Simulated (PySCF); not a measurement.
PySCF job for CH₂Li₂, SMILES [Li][CH2][Li], r2SCAN-D4/def2-TZVPD. 

```python
import numpy as np
from pyscf import gto, scf, dft
from pyscf.geomopt import geometric_solver

mol = gto.M(
    atom='''
    C    -0.00000000    0.00000000    0.42344434
    H     0.00000000   -0.88414607    1.07159838
    H    -0.00000000    0.88414605    1.07159839
    Li   -1.46140176   -0.00000000   -0.78064380
    Li    1.46140177    0.00000000   -0.78064380
    ''',
    basis='def2-TZVPD',
    charge=0,
    spin=0,
    max_memory=1600,
    verbose=3,
)
mf = dft.RKS(mol, xc='r2scan').density_fit(auxbasis='def2-universal-jkfit')
mf.disp = 'd4'
mf.grids.level = 4
mf.conv_tol = 1e-9
mf.max_cycle = 100
mf.kernel()
grad = mf.nuc_grad_method()
grad.grid_response = mol.nao <= 150
conv, mol_eq = geometric_solver.kernel(grad, convergence_set='GAU_TIGHT', maxsteps=100)
print(mol_eq.tostring(format='xyz'))
mf.reset(mol_eq)
mf.kernel()
```

Output:

```
converged SCF energy = -54.2480748532634
[banner and settings of the optimiser left out]
Geometry optimization cycle 1
Cartesian coordinates (Angstrom)
 Atom        New coordinates             dX        dY        dZ
   C   0.000000   0.000000   0.423444    0.000000  0.000000  0.000000
   H   0.000000  -0.884146   1.071598    0.000000  0.000000  0.000000
   H   0.000000   0.884146   1.071598    0.000000  0.000000  0.000000
  Li  -1.461402   0.000000  -0.780644    0.000000  0.000000  0.000000
  Li   1.461402   0.000000  -0.780644   -0.000000  0.000000  0.000000

WARN: Mole.unit (angstrom) is changed to Bohr

converged SCF energy = -54.2480748533247
--------------- DFRKS_Scanner gradients ---------------
         x                y                z
0 C    -0.0000000007     0.0000000049    -0.0006556361
1 H    -0.0000000001     0.0032642649    -0.0012852173
2 H    -0.0000000001    -0.0032642698    -0.0012852210
3 Li     0.0094534844     0.0000000000     0.0016130376
4 Li    -0.0094534835     0.0000000000     0.0016130368
----------------------------------------------
cycle 1: E = -54.2480748533  dE = -54.2481  norm(grad) = 0.0144563
Step    0 : Gradient = 6.465e-03/9.590e-03 (rms/max) Energy = -54.2480748533
Hessian Eigenvalues: 4.82621e-02 5.00000e-02 5.00000e-02 ... 1.54634e-01 3.40975e-01 3.40975e-01

Geometry optimization cycle 2
Cartesian coordinates (Angstrom)
 Atom        New coordinates             dX        dY        dZ
   C   0.000000  -0.000000   0.422825    0.000000 -0.000000 -0.000620
   H   0.000000  -0.889714   1.072284    0.000000 -0.005568  0.000686
   H   0.000000   0.889714   1.072285    0.000000  0.005568  0.000686
  Li  -1.499027  -0.000000  -0.781020   -0.037625 -0.000000 -0.000376
  Li   1.499027  -0.000000  -0.781020    0.037625 -0.000000 -0.000376
converged SCF energy = -54.2491518802399
--------------- DFRKS_Scanner gradients ---------------
         x                y                z
0 C    -0.0000000002     0.0000000004     0.0009810261
1 H    -0.0000000000     0.0003865745     0.0003629720
2 H    -0.0000000000    -0.0003865749     0.0003629719
3 Li     0.0051987132    -0.0000000001    -0.0008534848
4 Li    -0.0051987130    -0.0000000001    -0.0008534851
----------------------------------------------
cycle 2: E = -54.2491518802  dE = -0.00107703  norm(grad) = 0.00755215
Step    1 : Displace = 2.406e-02/3.763e-02 (rms/max) Trust = 1.000e-01 (=) Grad = 3.377e-03/5.268e-03 (rms/max) E (change) = -54.2491518802 (-1.077e-03) Quality = 1.518
Hessian Eigenvalues: 1.92149e-02 5.00000e-02 5.00000e-02 ... 1.72900e-01 3.40975e-01 3.59985e-01

Geometry optimization cycle 3
Cartesian coordinates (Angstrom)
 Atom        New coordinates             dX        dY        dZ
   C   0.000000  -0.000000   0.411975    0.000000 -0.000000 -0.010850
   H   0.000000  -0.892069   1.061410    0.000000 -0.002355 -0.010874
   H   0.000000   0.892069   1.061410    0.000000  0.002355 -0.010874
  Li  -1.558479  -0.000000  -0.764721   -0.059452 -0.000000  0.016299
  Li   1.558479  -0.000000  -0.764721    0.059452 -0.000000  0.016299
converged SCF energy = -54.249985908895
--------------- DFRKS_Scanner gradients ---------------
         x                y                z
0 C     0.0000000002    -0.0000000013     0.0042148118
1 H     0.0000000000    -0.0005982387     0.0005844901
2 H     0.0000000000     0.0005982401     0.0005844914
3 Li     0.0006690397    -0.0000000001    -0.0026918968
4 Li    -0.0006690399    -0.0000000001    -0.0026918966
----------------------------------------------
cycle 3: E = -54.2499859089  dE = -0.000834029  norm(grad) = 0.00587805
Step    2 : Displace = 3.991e-02/6.165e-02 (rms/max) Trust = 1.414e-01 (+) Grad = 2.629e-03/4.215e-03 (rms/max) E (change) = -54.2499859089 (-8.340e-04) Quality = 1.329
Hessian Eigenvalues: 1.18023e-02 5.00000e-02 5.00000e-02 ... 1.80621e-01 3.40975e-01 3.63501e-01

Geometry optimization cycle 4
Cartesian coordinates (Angstrom)
 Atom        New coordinates             dX        dY        dZ
   C   0.000000  -0.000000   0.394495    0.000000 -0.000000 -0.017480
   H   0.000000  -0.891844   1.044852    0.000000  0.000226 -0.016558
   H   0.000000   0.891844   1.044852    0.000000 -0.000226 -0.016558
  Li  -1.600942  -0.000000  -0.739423   -0.042463  0.000000  0.025298
  Li   1.600942  -0.000000  -0.739423    0.042463  0.000000  0.025298
converged SCF energy = -54.2503829363817
--------------- DFRKS_Scanner gradients ---------------
         x                y                z
0 C     0.0000000003    -0.0000000012     0.0050289576
1 H     0.0000000000    -0.0005720701     0.0002415028
2 H     0.0000000000     0.0005720714     0.0002415039
3 Li    -0.0011773559    -0.0000000000    -0.0027559822
4 Li     0.0011773556    -0.0000000000    -0.0027559820
----------------------------------------------
cycle 4: E = -54.2503829364  dE = -0.000397027  norm(grad) = 0.00663512
[...]
   C   0.000000  -0.000000   0.335346   -0.000000 -0.000000 -0.006917
   H   0.000000  -0.886795   0.995796   -0.000000  0.000953 -0.004744
   H   0.000000   0.886795   0.995796   -0.000000 -0.000953 -0.004744
  Li  -1.664134   0.000000  -0.660793    0.000487  0.000000  0.008203
  Li   1.664134   0.000000  -0.660793   -0.000487  0.000000  0.008203
converged SCF energy = -54.2509087694379
--------------- DFRKS_Scanner gradients ---------------
         x                y                z
0 C    -0.0000000000     0.0000000000     0.0003368076
1 H     0.0000000000    -0.0000093478    -0.0000867125
2 H     0.0000000000     0.0000093477    -0.0000867125
3 Li    -0.0002412685    -0.0000000000    -0.0000816913
4 Li     0.0002412685    -0.0000000000    -0.0000816913
----------------------------------------------
cycle 7: E = -54.2509087694  dE = -2.49053e-05  norm(grad) = 0.00050835
Step    6 : Displace = 6.778e-03/8.217e-03 (rms/max) Trust = 3.000e-01 (=) Grad = 2.273e-04/3.368e-04 (rms/max) E (change) = -54.2509087694 (-2.491e-05) Quality = 1.138
Hessian Eigenvalues: 8.26324e-03 4.78881e-02 5.00000e-02 ... 1.18829e-01 3.40975e-01 3.57987e-01

Geometry optimization cycle 8
Cartesian coordinates (Angstrom)
 Atom        New coordinates             dX        dY        dZ
   C   0.000000  -0.000000   0.335782    0.000000  0.000000  0.000435
   H   0.000000  -0.886624   0.996569   -0.000000  0.000171  0.000773
   H   0.000000   0.886624   0.996569   -0.000000 -0.000171  0.000773
  Li  -1.661345   0.000000  -0.661783    0.002789 -0.000000 -0.000991
  Li   1.661345   0.000000  -0.661783   -0.002789 -0.000000 -0.000991
converged SCF energy = -54.2509100512359
--------------- DFRKS_Scanner gradients ---------------
         x                y                z
0 C    -0.0000000000     0.0000000000     0.0000377314
1 H     0.0000000000    -0.0000109176    -0.0000263804
2 H     0.0000000000     0.0000109176    -0.0000263804
3 Li    -0.0000246852    -0.0000000000     0.0000075147
4 Li     0.0000246852    -0.0000000000     0.0000075147
----------------------------------------------
cycle 8: E = -54.2509100512  dE = -1.2818e-06  norm(grad) = 6.62236e-05
Step    7 : Displace = 1.947e-03/2.959e-03 (rms/max) Trust = 3.000e-01 (=) Grad = 2.962e-05/3.773e-05 (rms/max) E (change) = -54.2509100512 (-1.282e-06) Quality = 1.156
Hessian Eigenvalues: 6.62505e-03 5.00000e-02 5.00000e-02 ... 1.18829e-01 3.40975e-01 3.57671e-01

Geometry optimization cycle 9
Cartesian coordinates (Angstrom)
 Atom        New coordinates             dX        dY        dZ
   C   0.000000  -0.000000   0.336276    0.000000 -0.000000  0.000494
   H   0.000000  -0.886564   0.997128   -0.000000  0.000060  0.000559
   H   0.000000   0.886564   0.997128   -0.000000 -0.000060  0.000559
  Li  -1.660409   0.000000  -0.662589    0.000937  0.000000 -0.000806
  Li   1.660409   0.000000  -0.662589   -0.000937  0.000000 -0.000806
converged SCF energy = -54.2509101241781
--------------- DFRKS_Scanner gradients ---------------
         x                y                z
0 C    -0.0000000000     0.0000000000     0.0000044377
1 H     0.0000000000    -0.0000044582    -0.0000071863
2 H     0.0000000000     0.0000044581    -0.0000071863
3 Li     0.0000042163    -0.0000000000     0.0000049674
4 Li    -0.0000042163    -0.0000000000     0.0000049674
----------------------------------------------
cycle 9: E = -54.2509101242  dE = -7.29422e-08  norm(grad) = 1.57364e-05
Step    8 : Displace = 8.864e-04/1.236e-03 (rms/max) Trust = 3.000e-01 (=) Grad = 7.038e-06/8.457e-06 (rms/max) E (change) = -54.2509101242 (-7.294e-08) Quality = 1.095
Hessian Eigenvalues: 6.32069e-03 5.00000e-02 5.00000e-02 ... 1.18829e-01 3.40975e-01 3.57523e-01

Geometry optimization cycle 10
Cartesian coordinates (Angstrom)
 Atom        New coordinates             dX        dY        dZ
   C   0.000000  -0.000000   0.336341    0.000000 -0.000000  0.000065
   H   0.000000  -0.886540   0.997221   -0.000000  0.000024  0.000093
   H   0.000000   0.886540   0.997221   -0.000000 -0.000024  0.000093
  Li  -1.660338   0.000000  -0.662715    0.000071  0.000000 -0.000126
  Li   1.660338   0.000000  -0.662715   -0.000071  0.000000 -0.000126
converged SCF energy = -54.2509101255593
--------------- DFRKS_Scanner gradients ---------------
         x                y                z
0 C    -0.0000000000     0.0000000000    -0.0000079373
1 H     0.0000000000    -0.0000046109     0.0000016944
2 H     0.0000000000     0.0000046109     0.0000016944
3 Li     0.0000032780    -0.0000000000     0.0000022742
4 Li    -0.0000032780    -0.0000000000     0.0000022742
----------------------------------------------
cycle 10: E = -54.2509101256  dE = -1.38124e-09  norm(grad) = 1.19623e-05
Step    9 : Displace = 1.135e-04/1.444e-04 (rms/max) Trust = 3.000e-01 (=) Grad = 5.350e-06/7.937e-06 (rms/max) E (change) = -54.2509101256 (-1.381e-09) Quality = 0.762
Hessian Eigenvalues: 6.38482e-03 3.79864e-02 5.00000e-02 ... 1.18829e-01 3.40975e-01 3.83265e-01

Geometry optimization cycle 11
Cartesian coordinates (Angstrom)
 Atom        New coordinates             dX        dY        dZ
   C   0.000000  -0.000000   0.336380    0.000000 -0.000000  0.000039
   H   0.000000  -0.886525   0.997262   -0.000000  0.000015  0.000040
   H   0.000000   0.886525   0.997262   -0.000000 -0.000015  0.000040
  Li  -1.660329   0.000000  -0.662775    0.000009  0.000000 -0.000060
  Li   1.660329   0.000000  -0.662775   -0.000009  0.000000 -0.000060
converged SCF energy = -54.2509101256099
--------------- DFRKS_Scanner gradients ---------------
         x                y                z
0 C    -0.0000000000     0.0000000000     0.0000189500
1 H     0.0000000000     0.0000066551    -0.0000063740
2 H     0.0000000000    -0.0000066551    -0.0000063740
3 Li    -0.0000036205    -0.0000000000    -0.0000031010
4 Li     0.0000036205    -0.0000000000    -0.0000031010
----------------------------------------------
cycle 11: E = -54.2509101256  dE = -5.05693e-11  norm(grad) = 2.39664e-05
Step   10 : Displace = 5.032e-05/6.072e-05 (rms/max) Trust = 3.000e-01 (=) Grad = 1.072e-05/1.895e-05 (rms/max) E (change) = -54.2509101256 (-5.057e-11) Quality = 0.100
Hessian Eigenvalues: 7.07849e-03 5.00000e-02 5.00000e-02 ... 1.18829e-01 3.40975e-01 4.99686e-01

Geometry optimization cycle 12
Cartesian coordinates (Angstrom)
 Atom        New coordinates             dX        dY        dZ
   C   0.000000  -0.000000   0.336356    0.000000 -0.000000 -0.000024
   H   0.000000  -0.886530   0.997244   -0.000000 -0.000005 -0.000018
   H   0.000000   0.886530   0.997244   -0.000000  0.000005 -0.000018
  Li  -1.660336   0.000000  -0.662745   -0.000007  0.000000  0.000030
  Li   1.660336   0.000000  -0.662745    0.000007  0.000000  0.000030
converged SCF energy = -54.2509101262177
--------------- DFRKS_Scanner gradients ---------------
         x                y                z
0 C    -0.0000000000     0.0000000000     0.0000130535
1 H     0.0000000000     0.0000037705    -0.0000049713
2 H     0.0000000000    -0.0000037705    -0.0000049713
3 Li    -0.0000017772    -0.0000000000    -0.0000015555
4 Li     0.0000017772    -0.0000000000    -0.0000015555
----------------------------------------------
cycle 12: E = -54.2509101262  dE = -6.07834e-10  norm(grad) = 1.61062e-05
Step   11 : Displace = 2.500e-05/3.059e-05 (rms/max) Trust = 2.516e-05 (-) Grad = 7.203e-06/1.305e-05 (rms/max) E (change) = -54.2509101262 (-6.078e-10) Quality = 1.403
Hessian Eigenvalues: 7.07849e-03 5.00000e-02 5.00000e-02 ... 1.18829e-01 3.40975e-01 4.99686e-01
Converged! =D

5
XYZ from PySCF
C           0.00000000       -0.00000000        0.33635600
H           0.00000000       -0.88652955        0.99724398
H           0.00000000        0.88652954        0.99724399
Li         -1.66033592        0.00000000       -0.66274523
Li          1.66033592        0.00000000       -0.66274523
converged SCF energy = -54.2509101257068
```

Self-consistency was reached.

Cost: very roughly 70 core-seconds.
